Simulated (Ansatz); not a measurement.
Wavefunction ladder for C2H4FNOSi, SMILES `N[Si]1(F)C=CO1`

```xyz
10

N     0.803   -1.421   -0.896
Si   -0.251   -0.562    0.091
F    -1.303   -1.633    0.604
C    -0.756    1.144   -0.293
C    -0.129    1.420    0.862
O     0.378    0.278    1.444
H     0.927   -2.416   -0.811
H     1.534   -0.975   -1.423
H    -1.247    1.816   -0.974
H     0.045    2.350    1.397
```

Charge 0, multiplicity 1. Geometry: relaxed with PBE0-D4/def2-TZVP. It is one conformer, not always the lowest. Frozen core, restricted reference, the Gaussian-basis code of Ansatz. CBS rows extrapolate triple and quadruple zeta; past MP2 they add the triple-zeta difference.

```
     basis     HF (Eh)  MP2 corr.  CCSD corr.       (T)  CCSD(T) total
def2-TZVPP           ?          ?    -1.13432  -0.04623              ?
def2-QZVPP           ?          ?           –         –              –
 CBS(def2)  -596.03053   -1.26744    -1.28794     as TZ     -597.36470
```

(1) Fill in the withheld values. (Best estimate.)

Results:

(1) The calculation gave: def2-TZVPP HF (Eh): -596.00327; def2-TZVPP MP2 corr.: -1.11382; def2-TZVPP CCSD(T) total: -597.18382; def2-QZVPP HF (Eh): -596.02723; def2-QZVPP MP2 corr.: -1.20207.
